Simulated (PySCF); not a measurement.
**C₆ coefficients of unlike pairs at PBE0**

Calculated with PySCF 2.14 from the dipole response of each species, C₆(A,B) = (3/π) ∫ α_A(iu) α_B(iu) du, in atomic units, from isotropic polarisabilities. For ions this is the dispersion term alone; charge-induced terms of lower order in 1/R come first.

| species | configuration | basis | relativity | α (bohr³) | C₆ (like pair) |
| --- | --- | --- | --- | --- | --- |
| Ga | [Ar] 3d10 4s2 4p1 (2P) | aug-cc-pVTZ-PP with ECP10MDF (6s5p4d2f) | core potential | 59.90 | 506.1 |
| F | [He] 2s2 2p5 (2P) | dyall-av2z (11s7p2d) | none | 2.997 | 7.654 |
| Al | [Ne] 3s2 3p1 (2P) | dyall-av3z (19s12p3d2f) | none | 62.05 | 549.8 |
| Ag | [Kr] 4d10 5s1 (2S) | aug-cc-pVTZ-PP with ECP28MDF (6s6p5d3f2g) | core potential | 51.03 | 392.2 |

(1) Estimate C₆ for F with Ga.

No spin-orbit coupling is included.

The other pairs:

```
  pair     C₆
 Al, F  46.53
Ag, Al  456.9
 Ag, F  45.02
Ag, Ga  441.4
Al, Ga  526.7
```

Results:

(1) The integral gives 46.44. The combination rule 2 C_A C_B / (C_A α_B/α_A + C_B α_A/α_B) gives 43.45 and the geometric mean 62.24.
